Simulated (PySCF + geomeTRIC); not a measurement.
Computed with M06-2X/def2-TZVP in PySCF + geomeTRIC. fastk is a local helper that only speeds up exchange builds. No frequencies were computed at this level.

```python
import json, numpy as np
from pyscf import gto, dft
from fastk import lowrank_exchange
atoms = """
C     -1.121733     0.012154    -0.024164
C      0.327866     0.054612     0.019830
C      1.537118    -0.346183    -0.039218
O      1.272553     1.105256     0.273039
H     -1.483492     0.706171    -0.783001
H     -1.524661     0.328391     0.938128
H     -1.456489    -0.996551    -0.253577
H      2.448839    -0.863851    -0.131036
"""
def scf(charge, spin, dm0=None):
    mol = gto.M(atom=atoms, basis='def2-tzvp', ecp={}, charge=charge, spin=spin, verbose=3, max_memory=5040)
    mf = dft.KS(mol, xc='m062x').density_fit(auxbasis="def2-universal-jkfit")
    mf.grids.level = 4
    mf.conv_tol = 1e-8
    mf.max_cycle = 60
    mf.kernel(dm0)
    if not mf.converged:
        mf = mf.newton().run(mf.mo_coeff, mf.mo_occ).undo_soscf()
    return mf
mf = scf(0, 0)
from pyscf.geomopt.geometric_solver import kernel as optimize
path = []
done, mol = optimize(mf, maxsteps=80, assert_convergence=False, callback=lambda env: path.append((env["energy"], bool(env["g_scanner"].converged))))
res = dict(converged=bool(done and path[-1][1]), energy=path[-1][0], path=[e for e, c in path], xyz=mol.atom_coords(unit="Angstrom").tolist(), nao=mol.nao)
json.dump(res, open("result.json", "w"))
```

Output:

```
converged SCF energy = -191.79654262891
Geometry optimization cycle 1
converged SCF energy = -191.796542627984
cycle 1: E = -191.796542628  dE = -191.797  norm(grad) = 0.0414508
Geometry optimization cycle 2
converged SCF energy = -191.797274293502
cycle 2: E = -191.797274294  dE = -0.000731666  norm(grad) = 0.00660276
Geometry optimization cycle 3
converged SCF energy = -191.797344767592
cycle 3: E = -191.797344768  dE = -7.04741e-05  norm(grad) = 0.0053762
Geometry optimization cycle 4
converged SCF energy = -191.797400104674
cycle 4: E = -191.797400105  dE = -5.53371e-05  norm(grad) = 0.00388734
Geometry optimization cycle 5
converged SCF energy = -191.797429223749
cycle 5: E = -191.797429224  dE = -2.91191e-05  norm(grad) = 0.00314423
Geometry optimization cycle 6
converged SCF energy = -191.797457070562
cycle 6: E = -191.797457071  dE = -2.78468e-05  norm(grad) = 0.00176187
Geometry optimization cycle 7
converged SCF energy = -191.797464890486
cycle 7: E = -191.79746489  dE = -7.81992e-06  norm(grad) = 0.000966022
Geometry optimization cycle 8
converged SCF energy = -191.797466963509
cycle 8: E = -191.797466964  dE = -2.07302e-06  norm(grad) = 0.000417345
Geometry optimization cycle 9
converged SCF energy = -191.797467191961
cycle 9: E = -191.797467192  dE = -2.28451e-07  norm(grad) = 0.000151604
<class 'geometric.internal.Distance'> : 8
<class 'geometric.internal.Angle'> : 10
<class 'geometric.internal.LinearAngle'> : 2
<class 'geometric.internal.OutOfPlane'> : 2
<class 'geometric.internal.Dihedral'> : 9
<class 'geometric.internal.TranslationX'> : 1
<class 'geometric.internal.TranslationY'> : 1
<class 'geometric.internal.TranslationZ'> : 1
<class 'geometric.internal.RotationA'> : 1
<class 'geometric.internal.RotationB'> : 1
<class 'geometric.internal.RotationC'> : 1
Step    0 : Gradient = 1.466e-02/2.811e-02 (rms/max) Energy = -191.7965426280
Step    1 : Displace = 1.263e-02/1.870e-02 (rms/max) Trust = 1.000e-01 (=) Grad = 2.334e-03/4.245e-03 (rms/max) E (change) = -191.7972742935 (-7.317e-04) Quality = 1.061
Step    2 : Displace = 4.910e-03/7.421e-03 (rms/max) Trust = 1.414e-01 (+) Grad = 1.901e-03/3.641e-03 (rms/max) E (change) = -191.7973447676 (-7.047e-05) Quality = 1.501
Step    3 : Displace = 5.256e-03/8.448e-03 (rms/max) Trust = 2.000e-01 (+) Grad = 1.374e-03/2.636e-03 (rms/max) E (change) = -191.7974001047 (-5.534e-05) Quality = 1.307
Step    4 : Displace = 2.878e-03/6.031e-03 (rms/max) Trust = 2.828e-01 (+) Grad = 1.112e-03/2.126e-03 (rms/max) E (change) = -191.7974292237 (-2.912e-05) Quality = 1.520
Step    5 : Displace = 3.792e-03/6.745e-03 (rms/max) Trust = 3.000e-01 (+) Grad = 6.229e-04/1.304e-03 (rms/max) E (change) = -191.7974570706 (-2.785e-05) Quality = 1.258
Step    6 : Displace = 2.031e-03/4.230e-03 (rms/max) Trust = 3.000e-01 (=) Grad = 3.415e-04/6.905e-04 (rms/max) E (change) = -191.7974648905 (-7.820e-06) Quality = 1.315
Step    7 : Displace = 1.233e-03/2.392e-03 (rms/max) Trust = 3.000e-01 (=) Grad = 1.476e-04/3.138e-04 (rms/max) E (change) = -191.7974669635 (-2.073e-06) Quality = 1.187
Step    8 : Displace = 3.936e-04/7.549e-04 (rms/max) Trust = 3.000e-01 (=) Grad = 5.360e-05/1.134e-04 (rms/max) E (change) = -191.7974671920 (-2.285e-07) Quality = 1.203
Converged! =D
```

Cost: roughly 5 core-minutes.
